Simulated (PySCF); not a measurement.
F2Hf, multiplicity 1. Atoms are numbered in the order given.

```xyz
3

Hf     0.0000     0.0000    -0.1976
F      0.0000     1.5899     0.7905
F      0.0000    -1.5899     0.7905
```

Geometry: r2SCAN-D4/def2-TZVP. The spin state was assumed, not searched. The def2 effective core potentials stand for the cores of Hf; spin–orbit coupling is left out.

Method: PySCF with CAM-B3LYP/def2-TZVPD.

Mulliken values depend strongly on the basis, most of all with diffuse functions as here. ESP charges are fitted to the potential on shells at 1.4 to 2.0 van der Waals radii. Atomic charges (e):

```json
[
 {"atom": "Hf1", "ESP fit": "(withheld)", "Mulliken": "0.91"},
 {"atom": "F2", "ESP fit": "(withheld)", "Mulliken": "-0.45"},
 {"atom": "F3", "ESP fit": "(withheld)", "Mulliken": "-0.45"}
]
```

Some entries are withheld; supply them. (The exact figures need the calculation; the answer reports its results.)


- Hf1, ESP fit: 0.37
- F2, ESP fit: -0.19
- F3, ESP fit: -0.19
